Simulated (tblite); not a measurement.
C₂H₇FSeSi.
Bonds: C1–Si2, Si2–Se3, Se3–C4, C4–F5. Hydrogens: H6, H7, H8 on C1; H9, H10 on Si2; H11, H12 on C4.

Computed with GFN2-xTB (tblite), gas phase: L-BFGS steps from a force-field or distance-geometry start until the largest atomic force falls under 0.01 eV/Å.

Step 79: E = -476.1998 eV
```
atom  x, y, z in Å  |  force x, y, z in eV/Å
C1     -1.6362   -0.5923    0.1707    0.006  -0.005  -0.002
Si2    -0.8165    1.0781    0.5280   -0.017  -0.008  -0.001
Se3     1.2079    0.7798    1.5998    0.015   0.000   0.019
C4      2.0825   -0.3149    0.2269    0.009  -0.042  -0.009
F5      1.5304   -1.5547    0.1530   -0.018   0.041  -0.029
H6     -2.5651   -0.4625   -0.3769    0.010  -0.014   0.028
H7     -1.8550   -1.1188    1.0967   -0.023   0.001  -0.009
H8     -0.9863   -1.2344   -0.4181   -0.005  -0.008  -0.011
H9     -0.5055    1.7964   -0.7123   -0.002   0.008   0.003
H10    -1.5612    1.8919    1.4829    0.004   0.019  -0.017
H11     3.1328   -0.4328    0.5053    0.002   0.034  -0.018
H12     1.9732    0.1634   -0.7526    0.021  -0.027   0.047
```

Step 80: E = -476.2002 eV
```
atom  x, y, z in Å  |  force x, y, z in eV/Å
C1     -1.6324   -0.5947    0.1729   -0.015  -0.004  -0.003
Si2    -0.8181    1.0793    0.5259   -0.010  -0.012   0.000
Se3     1.2094    0.7868    1.5959    0.009  -0.014   0.012
C4      2.0817   -0.3146    0.2262   -0.004  -0.059  -0.015
F5      1.5105   -1.5462    0.1356    0.021   0.089  -0.011
H6     -2.5636   -0.4697   -0.3727    0.018  -0.007   0.022
H7     -1.8510   -1.1168    1.1017   -0.008  -0.006  -0.015
H8     -0.9826   -1.2378   -0.4155   -0.013   0.000   0.004
H9     -0.5076    1.7988   -0.7138   -0.008   0.008   0.001
H10    -1.5646    1.8903    1.4822    0.007   0.018  -0.022
H11     3.1273   -0.4477    0.5162   -0.012   0.014  -0.020
H12     1.9921    0.1715   -0.7513    0.014  -0.026   0.045
```

Question: Estimate the geometry and energy of step 81. (The exact step hangs on the optimiser's Hessian estimate; all steps are aligned on step 80, rigid shifts and turns removed.)

Answer: E = -476.2005 eV, largest force 0.033 eV/Å
```
atom  x, y, z in Å  |  force x, y, z in eV/Å
C1     -1.6321   -0.5953    0.1734   -0.017  -0.005   0.000
Si2    -0.8194    1.0795    0.5257    0.005  -0.006   0.001
Se3     1.2098    0.7876    1.5954    0.002  -0.014   0.007
C4      2.0822   -0.3153    0.2258   -0.008  -0.022   0.004
F5      1.5076   -1.5430    0.1319    0.003   0.032  -0.007
H6     -2.5637   -0.4723   -0.3709    0.009   0.001   0.008
H7     -1.8514   -1.1164    1.1024    0.001  -0.012  -0.007
H8     -0.9819   -1.2380   -0.4148   -0.013  -0.002   0.007
H9     -0.5068    1.8006   -0.7126   -0.011   0.003   0.001
H10    -1.5670    1.8910    1.4808    0.009   0.016  -0.019
H11     3.1263   -0.4500    0.5166    0.018   0.003   0.000
H12     1.9975    0.1710   -0.7504    0.002   0.006   0.006
```

The energy changes by -0.0003 eV. The first-order estimate −F·Δx gives -0.0005 eV and the mean of the old and new forces, exact on a quadratic surface, -0.0003 eV. The step makes an angle of 70° with the force vector and moves no atom by more than 0.006 Å.

What follows is the cost of the whole relaxation. Time: 0.5 s wall. Hardware: Arm Neoverse V2, one thread, shared host with 32 logical CPUs at a one-minute load of 28.
